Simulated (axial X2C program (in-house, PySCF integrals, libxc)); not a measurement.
SiBr⁺ along the bond: HF, 2c

All values were computed with an in-house all-electron X2C program for linear molecules (integrals from PySCF). Two-component (2c) means X2C with spin–orbit coupling and atomic mean-field two-electron Coulomb and Gaunt terms. Basis: Br dyall-cv3z [8s9p6d4f1g], Si dyall-v3z [8s7p2d1f] (cores contracted in-house); Gaussian nuclei, density fitting, unrestricted open shells. Masses: Br 78.918 u, Si 27.977 u.

State: Ω = 0 (closed shell). Dipoles are positive if Si is the positive end and refer to the centre of mass.

```
R (Å)  μ (D)  HOMO (eV)  LUMO (eV)
1.843  2.928     -17.74      -5.49
1.928  3.607     -17.88      -5.70
1.992  4.133     -17.94      -5.86
2.055  4.670     -17.98      -6.02
2.119  5.214     -17.98      -6.17
2.193  5.853     -17.92      -6.33
2.267  6.490     -17.65      -6.50
2.363  7.300     -17.25      -6.69
2.479  8.262     -16.82      -6.91
2.649  9.569     -16.30      -7.18
```

Problem. The minimum lies at 2.104 Å. What is the dipole moment there?

Solution. At HF, 2c, with the sign and origin stated: μ = 5.08 D.

The state is a single determinant with fixed occupations, the lowest that a limited PBE0 search found. Closed shells are restricted here (equal orbitals for both partners); the stretched side of such a curve lies too high.
